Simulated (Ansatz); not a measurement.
C3H6Sn can be A, `CC#[C][SnH3]`, or B, `C#[C][SnH2][CH3]`.

Computed with Ansatz on PBE0-D4/def2-TZVP structures; ΔE is electronic, products minus reactants. CCSD(T)/CBS is the MP2 limit (def2-TZVPP, def2-QZVPP) plus CCSD(T) − MP2 in def2-TZVPP, frozen cores. Functionals use def2-TZVPP. B3LYP here is the variant with VWN-RPA as its local correlation; programs differ in this. def2 core potentials past Kr. For Sn outer-core shells are correlated without core-valence functions, which leaves a few kJ/mol of doubt a bond.

A:

```xyz
10

C    -1.915    0.620   -1.210
C    -0.734    0.238   -0.463
C     0.251   -0.082    0.161
Sn    1.941   -0.629    1.227
H    -1.642    1.175   -2.112
H    -2.569    1.256   -0.608
H    -2.486   -0.260   -1.514
H     1.848   -2.293    1.578
H     1.993    0.278    2.668
H     3.314   -0.302    0.273
```

B:

```xyz
10

C    -0.8792   -2.4286   -1.1153
C    -0.8245   -1.3768   -0.5259
Sn   -0.6915    0.4467    0.4835
C     1.3005    1.1724    0.2526
H    -0.9316   -3.3581   -1.6349
H    -1.8353    1.5033   -0.2131
H    -1.0742    0.1562    2.1203
H     2.0015    0.4522    0.6739
H     1.4152    2.1274    0.7654
H     1.5191    1.3053   -0.8066
```

**Question.** Which isomer does CCSD(T)/CBS put lower? Give the gap. (Estimate.)

**Answer.** Computed: B, by 11.9 kJ/mol.

**Question.** Give E(B) − E(A) in kJ/mol with B2PLYP, HF/def2-TZVPP, ωB97M-V, CCSD(T)/def2-TZVPP, PBE0-D4, r2SCAN-D4, B3LYP. (Estimate.)

**Answer.** The calculation gave: B2PLYP -1.6, HF/def2-TZVPP 5.7, ωB97M-V -2.0, CCSD(T)/def2-TZVPP -6.4, PBE0-D4 5.1, r2SCAN-D4 2.7, B3LYP 3.2. The order is the other way round with HF/def2-TZVPP, PBE0-D4, r2SCAN-D4, B3LYP.

Largest T1 diagnostic: 0.013.

In def2-TZVPP, CCSD(T) changes the Hartree–Fock value by −12.1 kJ/mol (the triples alone add −1.4 kJ/mol) and MP2 by −14.3 kJ/mol.
